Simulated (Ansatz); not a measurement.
Isolated molecules relaxed with PBE0-D4/def2-TZVP in Ansatz; ΔE leaves out vibrations. CCSD(T)/CBS adds triple-zeta CCSD(T) − MP2 to the extrapolated MP2 energy (def2 sets, frozen cores). For Br outer-core shells are correlated without core-valence functions, which leaves a few kJ/mol of doubt a bond. Scalar relativity is left out up to krypton. One conformer a species, not always the lowest.

`N[SiH](O)CBr` + `N[SiH2]S` → `N[SiH2]S[SiH](N)O` + `CBr`  (ligand exchange at the Si–C bond)

```json
{"level": "MP2/def2-QZVPP", "ΔE (kcal/mol)": "-22.9"}
{"level": "SCS-MP2/def2-QZVPP", "ΔE (kcal/mol)": "-21.6"}
```

Question: What does CCSD(T)/CBS give? (Estimate.)

Answer: Ansatz gave: -21.6 kcal/mol. The listed levels differ from it by -1.3, 0.0 kcal/mol.

Largest T1 diagnostic among the species: 0.012.

In def2-TZVPP, CCSD(T) changes the Hartree–Fock value by −2.7 kcal/mol (the triples alone add −1.0 kcal/mol) and MP2 by −4.1 kcal/mol. The D4 term adds −1.7 kcal/mol with B3LYP and −0.9 kcal/mol with PBE0; it sums over pairs of atoms, weighted by their polarisabilities, and B3LYP, whose exchange is more repulsive, gets the larger term.

B3LYP here is the variant with VWN-RPA as its local correlation; programs differ in this.
